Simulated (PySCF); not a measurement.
Level of theory: PySCF with PBE-D3(BJ)/def2-TZVP // r2SCAN-D4/def2-TZVP. All species are isolated molecules in the gas phase. One relaxed conformer stands for a flexible species; it need not be the lowest. Excitations are Tamm–Dancoff values on a coarser integration grid. The basis has no diffuse functions, so Rydberg states are missing or too high.

Reference species (SMILES): `[F][Ge]([OH])([OH])[OH]` (neutral, multiplicity 1).

The brightest of the four lowest singlets (TDA) is 7.58 eV and the LUMO comes out as -1.58 eV.

Changed species: `[OH][Ge]([OH])([OH])[OH]` (4 of 4 F replaced by OH; the reference has 3 of 4 F replaced by OH).

Predict the effect on the brightest of the four lowest singlets (TDA) and LUMO.

the brightest of the four lowest singlets (TDA) falls by 0.81 eV, to 6.77 eV; the LUMO goes up by 0.29 eV, to -1.29 eV.
